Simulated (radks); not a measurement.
Values are calculated unless marked as measured or tabulated.
Si V, 10 electrons, occupied as 1s1 2s2 2p6 3d1 (not the ground configuration).

Code: a radial shooting solver on a logarithmic mesh with Libxc functionals. Model: scalar-relativistic Kohn-Sham, PBE, spin-polarised, spherical densities, point nucleus; open shells are filled with parallel spins first.

Energy parts (hartree):
| part | energy |
|---|---|
| total | -217.43402 |
| kinetic | 217.86888 |
| electron-nucleus | -509.14119 |
| Hartree | 90.02702 |
| exchange-correlation | -16.18872 |

Orbitals (lengths in bohr, moments of r in powers of bohr; r(max) is where P^2 peaks):
orbital  occ.  eigenvalue (hartree)   <1/r>    <r^2>   r(max)     <r>
1s up       1             -73.92656   13.94  0.01577  0.07132  0.1084
1s down     0             -71.35655   13.76  0.01632  0.07199  0.1101
2s up       1              -8.28568   2.770   0.3340   0.4298  0.5299
2s down     1              -8.15211   2.757   0.3399   0.4347  0.5346
2p up       3              -6.79751   2.729   0.2874   0.3525  0.4796
2p down     3              -6.70612   2.695   0.2921   0.3568  0.4840
3d up       1              -1.29192  0.6272    4.263    1.633   1.914

The highest occupied level is 3d up at -35.155 eV. The configuration is held as typed, so some empty levels lie below it. Summed over all electrons, <r^2> = 6.691 bohr^2, which gives a Langevin (diamagnetic) susceptibility term of -5.3 x 10^-6 cm^3/mol. The density falls to 0.001 e/bohr^3 at r = 3.15 bohr. Spin moment in Bohr magnetons: 2.
